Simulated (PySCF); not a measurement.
Species: BFH₄O₂Si.
SMILES with atom numbers: `[OH:1][B:2]([OH:3])[SiH2:4][F:5]` (hydrogens: H6 on O1; H7 on O3; H8, H9 on Si4)

Method: PBE0-D3(BJ)/def2-SVP geometry optimisation, gas phase in PySCF; density fitting, grid level 1; the optimiser is geomeTRIC in internal coordinates, started from a GFN2-xTB structure with every atom displaced at random (about 0.01 Å).

Step 0: E = -15414.2271 eV
```
atom  x, y, z in Å  |  force x, y, z in eV/Å
O1      1.3588    0.5562    0.8626   -2.402   1.075  -0.154
B2      0.5530   -0.1665    0.0381    2.164  -0.262   0.335
O3      0.9980   -1.2724   -0.5984    1.009  -0.889  -0.236
Si4    -1.2700    0.4055   -0.2694   -2.298   0.339   0.546
F5     -2.1056    0.3704    1.1403    0.216  -0.119   0.457
H6      2.2378    0.3034    1.0146    1.935  -0.786   0.226
H7      1.9363   -1.5414   -0.4307   -1.203   0.435  -0.126
H8     -2.1261   -0.4598   -1.0996    0.187  -0.364  -0.571
H9     -1.5258    1.7866   -0.6894    0.392   0.569  -0.477
```

Step 1: E = -15414.4564 eV
```
atom  x, y, z in Å  |  force x, y, z in eV/Å
O1      1.3044    0.5846    0.8587    0.802  -0.080   0.257
B2      0.5438   -0.2111    0.0710   -0.416  -0.017  -0.193
O3      0.9857   -1.3237   -0.5787    0.115   0.190   0.002
Si4    -1.3843    0.4013   -0.2036    0.760  -0.280  -0.088
F5     -2.1300    0.3899    1.2487   -0.247   0.084  -0.056
H6      2.2263    0.2988    1.0127   -0.574   0.145  -0.124
H7      1.9419   -1.4408   -0.5210    0.035  -0.165   0.042
H8     -2.0779   -0.5052   -1.1632   -0.243   0.052   0.092
H9     -1.3536    1.7882   -0.7566   -0.232   0.070   0.070
```

Step 2: E = -15414.4952 eV
```
atom  x, y, z in Å  |  force x, y, z in eV/Å
O1      1.3391    0.5705    0.8587    0.040   0.145   0.145
B2      0.5573   -0.1956    0.0545    0.225  -0.093  -0.048
O3      1.0287   -1.3019   -0.5853   -0.104   0.010  -0.100
Si4    -1.3716    0.4024   -0.2211    0.111  -0.038  -0.012
F5     -2.1531    0.3936    1.2139   -0.035  -0.005   0.066
H6      2.2459    0.2610    0.9935   -0.162   0.027  -0.046
H7      1.9727   -1.4654   -0.4604   -0.085  -0.033   0.023
H8     -2.1332   -0.4867   -1.1469    0.008  -0.008  -0.006
H9     -1.4295    1.8040   -0.7389    0.002  -0.004  -0.022
```

Q: Estimate the geometry and energy of step 3. (The exact step hangs on the optimiser's Hessian estimate; all steps are aligned on step 2, rigid shifts and turns removed.)

A: E = -15414.4978 eV, largest force 0.229 eV/Å
```
atom  x, y, z in Å  |  force x, y, z in eV/Å
O1      1.3276    0.5948    0.8739   -0.052  -0.173  -0.139
B2      0.5811   -0.1860    0.0459   -0.195   0.058  -0.019
O3      1.0119   -1.2966   -0.6143    0.099   0.158   0.133
Si4    -1.3462    0.3987   -0.2224   -0.134   0.048  -0.017
F5     -2.1358    0.3826    1.2104    0.023  -0.013   0.077
H6      2.2324    0.3008    1.0196    0.156  -0.027   0.034
H7      1.9390   -1.5240   -0.4724    0.022  -0.028   0.003
H8     -2.1187   -0.4904   -1.1399    0.045  -0.020  -0.034
H9     -1.4351    1.8021   -0.7329    0.035  -0.002  -0.039
```

The energy changes by -0.0026 eV. The first-order estimate −F·Δx gives -0.0236 eV and the mean of the old and new forces, exact on a quadratic surface, -0.0023 eV. The step makes an angle of 59° with the force vector and moves no atom by more than 0.069 Å.

The cost below is that of the whole optimisation. Hardware: one thread of an Arm Neoverse N1, shared host with 64 logical CPUs at a one-minute load of 57. Cost: 26 s, 0.39 GiB resident at most.
